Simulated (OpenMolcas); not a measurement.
Re6+ among 6 point charges of -1.36 e arranged as a tetragonal octahedron (D4h), 2.01 Å from the ion, with the axial distance 1.869 Å.

```
Program             : OpenMolcas
Method              : SS-CASPT2, IPEA 0.25 Eh, imaginary shift 0.1 Eh (closed shells correlated: 5s 5p)
Basis               : ANO-RCC-VDZP [7s6p4d2f1g]
Scalar Hamiltonian  : DKH2, point nucleus
Active space        : 1 electron in 5 orbitals (5d)
State averaging     : 2S+1 = 2 even, 5 roots
Spin-orbit coupling : RASSI with atomic mean-field integrals over the reference wave functions
```

**Question.** What is the spin-free ground state (labels of D4, the rotations of D4h)?

**Answer.** 2B2, 1-fold in its orbital part, 100 % from free-ion D terms; it has the highest spin that d1 allows.

**Question.** Where is the first state of the same spin?

**Answer.** 2E at 1860 cm-1 above the ground state.

**Question.** What are the lowest two levels with spin-orbit coupling?

**Answer.** A 2-fold level E3/2 with g = 0.35, 0.35, 2.05, then a 2-fold level E1/2 1800 cm-1 above it. Their leading multiplicities are 2 (100 %) and 2 (100 %).

**Question.** What is χT at 300 K, and how does it compare with the textbook value?

**Answer.** The lowest level has 2S+1 = 2, for which the spin-only value is χT = S(S+1) / 2 = 0.375 cm3 K/mol (g = 2). The computed 0.167 at 300 K differs by -0.208, through orbital momentum, spin-orbit coupling and any other state in reach.

Spin-orbit coupling mixes the spin-free states strongly: the lowest level takes only 58 % from its leading state, 2B2. Free-ion shares, where given, are those of the reference states; single-state CASPT2 does not remix them. Point charges carry no covalency, so the field is a model and not that of real ligands. No measured value stands beside these numbers.
